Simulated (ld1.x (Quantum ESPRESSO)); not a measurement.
Results of a calculation; reference values are marked as such.
**Potentials for F compared**

Generated with ld1.x 7.5 (TM, RRKJ, ultrasoft, PAW), atompaw 4.2 or ONCVPSP 4.0.1. The cutoff is in Ry: for ld1.x and atompaw files where the sum of valence levels is converged to 10 mRy in a Bessel basis, for ONCV files where the hardest occupied wave has 1 mHa per electron of residual kinetic energy. The error is the largest all-electron minus pseudo excitation energy over each file’s own four to seven test configurations (ionisations up to +4, promotions, holes and added fractions of an electron), all of which were solved. The labels leave out finer settings (local radius, basis sizes, second energies), which also bear on the numbers. Spin-polarised tests are not counted. The rows are a selection from randomly drawn settings: files with unsolved tests, undetermined cutoffs or missed reference levels are left out.

```csv
potential,cutoff (Ry),largest error (meV),bound ghosts
"ultrasoft, PBE, non-relativistic, rc 0.85/1.10/0.90 (spd), local smoothed, core correction no, reference 2s2 2p5",60,+111,none
"ultrasoft, PBE, scalar-relativistic, rc 0.65/1.75/1.85 (spd), local smoothed, core correction no, reference 2s2 2p4",80,-116,none
"TM semilocal, PBE, scalar-relativistic, rc 0.70/0.90/0.90 (spd), local d, core correction no, reference 2s2 2p5",180,+429,none
```

Q: Fill in the row for F: TM, PW91, scalar-relativistic, rc 0.85/1.45/1.60 (spd), local s, core correction no, reference 2s1.5 2p5.5.

A: cutoff 90 Ry, largest error +3196 meV, bound ghosts: none.

Q: Fill in the row for F: TM, LDA (PZ), scalar-relativistic, rc 1.02/1.02 (sp), local p, core correction yes, reference 2s1.75 2p5.25.

A: cutoff 120 Ry, largest error +816 meV, bound ghosts: none.
